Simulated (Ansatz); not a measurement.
`ClCBr` → `ClBr` + `[CH2]` (triplet) at 700 K and 1 bar (formal loss of a carbene).

Isolated molecules relaxed with PBE0-D4/def2-TZVP in Ansatz; ΔE leaves out vibrations. CCSD(T)/CBS is the MP2 limit (def2-TZVPP, def2-QZVPP) plus CCSD(T) − MP2 in def2-TZVPP, frozen cores. This one scheme is used for every species. Triplets are unrestricted, without spin–orbit coupling. For Br outer-core shells are correlated without core-valence functions, which leaves a few kJ/mol of doubt a bond. Scalar relativity is left out up to krypton.

```tsv
species	CCSD(T)/CBS energy (Eh)	H − E (kJ/mol)	S (J/(mol·K))
`ClCBr`	-3072.34323	114.8	342.7
`ClBr`	-3033.06727	26.6	270.4
`[CH2]` (triplet)	-39.09499	70.4	226.8
```

H − E and S are ideal-gas, rigid-rotor, harmonic terms from PBE0-D4/def2-TZVP, with the whole ground term of open shells counted as degenerate. 1 Eh = 2625.50 kJ/mol, R = 8.31446 J/(mol·K).

Problem. By hand: ΔE, ΔH, ΔS and ΔG.

Solution. ΔE = (-3033.06727) + (-39.09499) − (-3072.34323) = 0.18097 Eh = 475.1 kJ/mol. Δ(H − E) = 26.6 + 70.4 − 114.8 = -17.8, so ΔH = 457.3 kJ/mol. ΔS = 270.4 + 226.8 − 342.7 = 154.5 J/(mol·K). ΔG = 457.3 − 700 × (154.5)/1000 = 349.1 kJ/mol.

Problem. By hand: the equilibrium constant, and the temperature at which ΔG would vanish if ΔH and ΔS stayed fixed.

Solution. log₁₀ K = −ΔG/(RT ln 10) = -26.0. ΔG = 0 at ΔH/ΔS = 2960 K, far beyond where these terms or the molecules hold.

The number of gas molecules changes by +1, which sets the sign of ΔS. A doubt of 5 kJ/mol in ΔE shifts log₁₀ K by 0.4 here. A triplet takes part, so the spin changes. These are equilibria of isolated gas molecules and say nothing of rates. Largest T1 diagnostic: 0.011 (customary marks: 0.02 for closed shells, 0.045 for open ones).
